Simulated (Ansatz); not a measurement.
Two structures of GaH4BrO2, singlet, reached by relaxing down either side of one saddle point (PBE0-D4/def2-TZVP). Energies are electronic, without zero-point energy. Ansatz 0.2.0; basis: def2-TZVPP and def2-QZVPP; cores frozen in the correlated methods. Filled d shells of the heavier atoms are correlated. The def2 sets are not built for correlating such inner shells, so the correlated values are less sure here. Extrapolation: Hartree–Fock as exp(−7.88 √X), correlation as X^−2.97. First:

```json
{"atom": "Ga1", "x (Å)": "-0.2064", "y (Å)": "-0.5967", "z (Å)": "0.2022"}
{"atom": "Br2", "x (Å)": "1.8397", "y (Å)": "-1.5848", "z (Å)": "-0.0346"}
{"atom": "O3", "x (Å)": "-1.3812", "y (Å)": "-0.6081", "z (Å)": "-1.1171"}
{"atom": "O4", "x (Å)": "-0.6975", "y (Å)": "0.1233", "z (Å)": "1.7388"}
{"atom": "H5", "x (Å)": "1.0985", "y (Å)": "1.6742", "z (Å)": "-0.6919"}
{"atom": "H6", "x (Å)": "0.4118", "y (Å)": "1.9596", "z (Å)": "-0.6004"}
{"atom": "H7", "x (Å)": "-1.0497", "y (Å)": "-1.0371", "z (Å)": "-1.9092"}
{"atom": "H8", "x (Å)": "-0.0152", "y (Å)": "0.0693", "z (Å)": "2.4120"}
```

Second:

Ga1  (-0.682, 0.273, 0.092)
Br2  (2.166, -0.822, -0.306)
O3  (-1.422, -0.957, -0.967)
O4  (-0.763, -0.248, 1.796)
H5  (2.789, 0.373, -0.760)
H6  (-0.257, 1.699, -0.375)
H7  (-1.429, -0.711, -1.893)
H8  (-0.403, 0.393, 2.411)
(Å)

Problem. Which bonds change from the first to the second?

Solution. GaH₂BrO₂ ([OH][Ga]([OH])[Br]) + H₂ → GaH₃O₂ ([OH][GaH][OH]) + HBr; bonds formed: Ga1–H6, Br2–H5; bonds broken: Ga1–Br2, H5–H6.

Problem. Give the saddle point's structure and its height above each. (Judge from chemistry; the value comes from the calculation.)

Solution. By the calculation: 38.63 kcal/mol above the first and 15.25 kcal/mol above the second (CCSD(T) at an estimated basis limit (MP2 extrapolated from triple and quadruple zeta, plus CCSD(T) − MP2 in triple zeta)).
Ga1  (-0.413, 0.022, 0.092)
Br2  (2.135, -0.782, -0.302)
O3  (-1.481, -0.776, -1.071)
O4  (-0.786, -0.035, 1.820)
H5  (1.345, 0.646, -0.486)
H6  (0.449, 1.361, -0.460)
H7  (-1.148, -0.772, -1.971)
H8  (-0.100, 0.336, 2.378)
(Å)

The T1 diagnostic stays at or below 0.013.

Labels in which every atom is bracketed show which atoms are joined, not bond orders.

For scale, one of the runs: CCSD(T)/def2-TZVPP, 214 basis functions, launched by `ansatz run in.yaml --threads 8 --pin off --events-out ev --progress --plain --max-ram 19148MiB`. Hardware: 8 CPU threads of an AMD EPYC 9R45, shared host. Wall time 30 s; peak host memory 3.4 GiB.
